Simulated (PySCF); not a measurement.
**Ru³⁰⁺: ionisation energy**

Ru³⁰⁺ [Ne] 3s2 3p2 [3p1/2^2, M_J = 0] → Ru³¹⁺ [Ne] 3s2 3p1 [3p1/2^1, M_J = 1/2], as a difference of total energies. Calculation: PySCF 2.14, in an uncontracted even-tempered set (19 s from 4.9 bohr⁻², ratio 2.4; 13 p from 6.4 bohr⁻², ratio 2.4; 5 d from 23 bohr⁻², ratio 2.6; 4 f from 35 bohr⁻², ratio 2.6); the two-component X2C-1e Hamiltonian. Correlated levels: 1s2 frozen; the 50 highest virtual spinors dropped. "Screened" scales the spin-orbit matrix elements by Boettger's factors to mimic the two-electron term; Breit and QED terms are absent.

| method | ionisation energy (eV) |
| --- | --- |
| GHF (spin-free) | 1724.9 |
| GMP2 (spin-free) | 1725.6 |
| GHF (screened spin-orbit) | 1739.0 |
| GMP2 (screened spin-orbit) | 1740.8 |

Breit and QED terms and the two-electron picture change are absent.

The spin-free rows relax to the high-spin LS determinant and lack the spin-orbit shift.

The labels give the starting determinants; with spin-orbit coupling the two ends relaxed to ⟨J²⟩ = 0.00, ⟨L²⟩ = 1.34, ⟨S²⟩ = 1.34 and ⟨J²⟩ = 0.75, ⟨L²⟩ = 2.01, ⟨S²⟩ = 0.75.

For comparison: 1743 ± 4 eV (semi-empirical (NIST evaluation); NIST Atomic Spectra Database, ionization energies).
